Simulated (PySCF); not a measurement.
C2H3BCl2O2, singlet, geometry from GFN2-xTB, atoms displaced at random by about 0.08 Å a coordinate; PBE/STO-3G, gradient by finite differences in PySCF.

The PySCF input:
```python
from pyscf import gto, scf, dft

mol = gto.M(
    atom='''
B    -0.44354892    0.54295638    0.18107567
Cl    0.83852812    1.66692190   -0.42070107
Cl   -1.68937367    1.15523424    1.13495186
O    -0.28671727   -0.79343695    0.20060600
C     0.75016308   -1.60480773   -0.20417016
C     0.18980387   -3.05211320   -0.76722777
O     1.90223111   -1.16935248   -0.26887296
H     0.99788854   -3.54276569   -0.89684950
H    -0.51489397   -2.87876270   -1.62842346
H    -0.37659734   -3.21507212    0.23666166
''',
    basis='sto-3g',
    verbose=4,
)

mf = dft.RKS(mol)
mf.xc = 'pbe'
mf.conv_tol = 1e-11
mf.kernel()
scan, done = mf.as_scanner(), []
scan.scf_summary = {}
def energy(d):
    c = mol.atom_coords()
    c[3, 0] += d
    e = scan(mol.set_geom_(c, unit='Bohr', inplace=False))
    done.append(scan.converged)
    return e
h = 0.05
fd = (energy(h) - energy(-h)) / (2 * h)
print('dE/dx =', fd)
```

The log (banner, timings and long lists left out):

```
PySCF version 2.14.0

[INPUT] verbose = 4
[INPUT] num. atoms = 10
[INPUT] num. electrons = 70
[INPUT] charge = 0
[INPUT] spin (= nelec alpha-beta = 2S) = 0
[INPUT] symmetry False subgroup None
[INPUT] Mole.unit = angstrom
[INPUT] Symbol           X                Y                Z      unit          X                Y                Z       unit  Magmom
[...]
nuclear repulsion = 402.92604484357
number of shells = 28
number of NR pGTOs = 138
number of NR cGTOs = 46
basis = sto-3g
ecp = {}

******** <class 'pyscf.dft.rks.RKS'> ********
method = RKS
initial guess = minao
damping factor = 0
level_shift factor = 0
DIIS = <class 'pyscf.scf.diis.CDIIS'>
diis_start_cycle = 1
diis_space = 8
diis_damp = 0
SCF conv_tol = 1e-11
SCF conv_tol_grad = None
SCF max_cycles = 50
direct_scf = True
direct_scf_tol = 1e-13
XC library pyscf.dft.libxc version 7.1.2
    S. Lehtola, C. Steigemann, M. J. T. Oliveira, and M. A. L. Marques,  SoftwareX 7, 1–5 (2018)
XC functionals = pbe
    J. P. Perdew, K. Burke, and M. Ernzerhof,  Phys. Rev. Lett. 77, 3865 (1996)
    J. P. Perdew, K. Burke, and M. Ernzerhof,  Phys. Rev. Lett. 78, 1396 (1997)
    J. P. Perdew, K. Burke, and M. Ernzerhof,  Phys. Rev. Lett. 77, 3865 (1996)
    J. P. Perdew, K. Burke, and M. Ernzerhof,  Phys. Rev. Lett. 78, 1396 (1997)
radial grids:
    Treutler-Ahlrichs [JCP 102, 346 (1995); DOI:10.1063/1.469408] (M4) radial grids

becke partition: Becke, JCP 88, 2547 (1988); DOI:10.1063/1.454033
pruning grids: <function nwchem_prune>
grids dens level: 3
symmetrized grids: False
atomic radii adjust function: <function treutler_atomic_radii_adjust>
small_rho_cutoff = 0
Set gradient conv threshold to 3.16228e-06
Initial guess from minao.
tot grids = 137632
init E= -1160.09770035187
[...]
cycle= 1 E= -1159.46785907497  delta_E= 0.63  |g|= 0.921  |ddm|= 4.35
[...]
cycle= 2 E= -1156.30160876669  delta_E= 3.17  |g|= 2.64  |ddm|= 4.69
[...]
cycle= 3 E= -1159.25009250897  delta_E= -2.95  |g|= 1.27  |ddm|= 4.59
[...]
cycle= 4 E= -1159.7416154785  delta_E= -0.492  |g|= 0.172  |ddm|= 1.45
[...]
cycle= 5 E= -1159.74742408551  delta_E= -0.00581  |g|= 0.155  |ddm|= 0.593
[...]
cycle= 6 E= -1159.75640019596  delta_E= -0.00898  |g|= 0.021  |ddm|= 0.288
[...]
cycle= 7 E= -1159.75650364393  delta_E= -0.000103  |g|= 0.0118  |ddm|= 0.0453
[...]
cycle= 8 E= -1159.75655123686  delta_E= -4.76e-05  |g|= 0.00162  |ddm|= 0.019
[...]
cycle= 9 E= -1159.75655202177  delta_E= -7.85e-07  |g|= 0.000984  |ddm|= 0.00348
[...]
cycle= 10 E= -1159.7565522847  delta_E= -2.63e-07  |g|= 0.000155  |ddm|= 0.00125
[...]
cycle= 11 E= -1159.75655229643  delta_E= -1.17e-08  |g|= 3.09e-05  |ddm|= 0.000391
[...]
cycle= 12 E= -1159.75655229701  delta_E= -5.85e-10  |g|= 3.63e-06  |ddm|= 9.61e-05
[...]
cycle= 13 E= -1159.75655229702  delta_E= -1.07e-11  |g|= 9.52e-07  |ddm|= 1.17e-05
[...]
cycle= 14 E= -1159.75655229702  delta_E= 2.5e-12  |g|= 1.69e-07  |ddm|= 2.52e-06
[...]
Extra cycle  E= -1159.75655229702  delta_E= -1.82e-12  |g|= 4.53e-07  |ddm|= 7.95e-07
converged SCF energy = -1159.75655229702
Create scanner for <class 'pyscf.dft.rks.RKS'>

WARN: Mole.unit (angstrom) is changed to Bohr

New geometry
   1 B     -0.443548920000   0.542956380000   0.181075670000 AA   -0.838185981647   1.026038855785   0.342183424122 Bohr
   2 Cl     0.838528120000   1.666921900000  -0.420701070000 AA    1.584588494546   3.150025862040  -0.795009802611 Bohr
   3 Cl    -1.689373670000   1.155234240000   1.134951860000 AA   -3.192453558351   2.183076323320   2.144748179966 Bohr
   4 O     -0.260258409454  -0.793436950000   0.200606000000 AA   -0.491817115483  -1.499378532610   0.379090398944 Bohr
   5 C      0.750163080000  -1.604807730000  -0.204170160000 AA    1.417602769960  -3.032647092285  -0.385825685209 Bohr
   6 C      0.189803870000  -3.052113200000  -0.767227770000 AA    0.358677331683  -5.767658049170  -1.449850360461 Bohr
   7 O      1.902231110000  -1.169352480000  -0.268872960000 AA    3.594695823527  -2.209755930281  -0.508096256701 Bohr
[...]
[...]
cycle= 6 E= -1159.75309350038  delta_E= -1.98e-08  |g|= 4.82e-05  |ddm|= 0.000404
[...]
cycle= 7 E= -1159.7530935011  delta_E= -7.12e-10  |g|= 1.16e-05  |ddm|= 8.84e-05
[...]
cycle= 8 E= -1159.75309350115  delta_E= -5.18e-11  |g|= 2.11e-06  |ddm|= 2.51e-05
[...]
cycle= 9 E= -1159.75309350115  delta_E= -2.27e-12  |g|= 7.93e-07  |ddm|= 4e-06
[...]
Extra cycle  E= -1159.75309350115  delta_E= -2.05e-12  |g|= 1.81e-06  |ddm|= 3.6e-06
converged SCF energy = -1159.75309350115

WARN: Mole.unit (angstrom) is changed to Bohr

New geometry
   1 B     -0.443548920000   0.542956380000   0.181075670000 AA   -0.838185981647   1.026038855785   0.342183424122 Bohr
   2 Cl     0.838528120000   1.666921900000  -0.420701070000 AA    1.584588494546   3.150025862040  -0.795009802611 Bohr
   3 Cl    -1.689373670000   1.155234240000   1.134951860000 AA   -3.192453558351   2.183076323320   2.144748179966 Bohr
   4 O     -0.313176130546  -0.793436950000   0.200606000000 AA   -0.591817115483  -1.499378532610   0.379090398944 Bohr
   5 C      0.750163080000  -1.604807730000  -0.204170160000 AA    1.417602769960  -3.032647092285  -0.385825685209 Bohr
   6 C      0.189803870000  -3.052113200000  -0.767227770000 AA    0.358677331683  -5.767658049170  -1.449850360461 Bohr
   7 O      1.902231110000  -1.169352480000  -0.268872960000 AA    3.594695823527  -2.209755930281  -0.508096256701 Bohr
   8 H      0.997888540000  -3.542765690000  -0.896849500000 AA    1.885736043442  -6.694856877606  -1.694799929953 Bohr
   9 H     -0.514893970000  -2.878762700000  -1.628423460000 AA   -0.973008586490  -5.440073080613  -3.077274354217 Bohr
  10 H     -0.376597340000  -3.215072120000   0.236661660000 AA   -0.711665831840  -6.075605777525   0.447225721585 Bohr

******** <class 'pyscf.scf.hf.RKS_Scanner'> ********
method = RKS_Scanner
initial guess = minao
damping factor = 0
level_shift factor = 0
DIIS = <class 'pyscf.scf.diis.CDIIS'>
diis_start_cycle = 1
diis_space = 8
diis_damp = 0
SCF conv_tol = 1e-11
SCF conv_tol_grad = None
SCF max_cycles = 50
direct_scf = True
direct_scf_tol = 1e-13
XC library pyscf.dft.libxc version 7.1.2
    S. Lehtola, C. Steigemann, M. J. T. Oliveira, and M. A. L. Marques,  SoftwareX 7, 1–5 (2018)
XC functionals = pbe
    J. P. Perdew, K. Burke, and M. Ernzerhof,  Phys. Rev. Lett. 77, 3865 (1996)
    J. P. Perdew, K. Burke, and M. Ernzerhof,  Phys. Rev. Lett. 78, 1396 (1997)
    J. P. Perdew, K. Burke, and M. Ernzerhof,  Phys. Rev. Lett. 77, 3865 (1996)
    J. P. Perdew, K. Burke, and M. Ernzerhof,  Phys. Rev. Lett. 78, 1396 (1997)
radial grids:
    Treutler-Ahlrichs [JCP 102, 346 (1995); DOI:10.1063/1.469408] (M4) radial grids

becke partition: Becke, JCP 88, 2547 (1988); DOI:10.1063/1.454033
pruning grids: <function nwchem_prune>
grids dens level: 3
symmetrized grids: False
atomic radii adjust function: <function treutler_atomic_radii_adjust>
small_rho_cutoff = 0
Set gradient conv threshold to 3.16228e-06
tot grids = 137632
init E= -1159.74419174084
[...]
cycle= 1 E= -1159.75783950042  delta_E= -0.0136  |g|= 0.0698  |ddm|=  0.2
[...]
cycle= 2 E= -1159.74517394626  delta_E= 0.0127  |g|= 0.223  |ddm|= 0.322
[...]
cycle= 3 E= -1159.75914749622  delta_E= -0.014  |g|= 0.0084  |ddm|= 0.252
[...]
cycle= 4 E= -1159.75916754356  delta_E= -2e-05  |g|= 0.0031  |ddm|= 0.0143
[...]
cycle= 5 E= -1159.75917019353  delta_E= -2.65e-06  |g|= 0.000777  |ddm|= 0.00406
[...]
cycle= 6 E= -1159.75917037655  delta_E= -1.83e-07  |g|= 0.000288  |ddm|= 0.00137
[...]
cycle= 7 E= -1159.75917039909  delta_E= -2.25e-08  |g|= 6.86e-05  |ddm|= 0.000309
[...]
cycle= 8 E= -1159.75917040082  delta_E= -1.73e-09  |g|= 6.7e-06  |ddm|= 0.000115
[...]
cycle= 9 E= -1159.75917040083  delta_E= -1.27e-11  |g|= 1.21e-06  |ddm|= 1.04e-05
[...]
cycle= 10 E= -1159.75917040083  delta_E= 1.14e-12  |g|= 6.74e-07  |ddm|= 2.56e-06
[...]
Extra cycle  E= -1159.75917040083  delta_E= -1.14e-12  |g|= 2.1e-06  |ddm|= 3.28e-06
converged SCF energy = -1159.75917040083
dE/dx = 0.060768996813749254
```
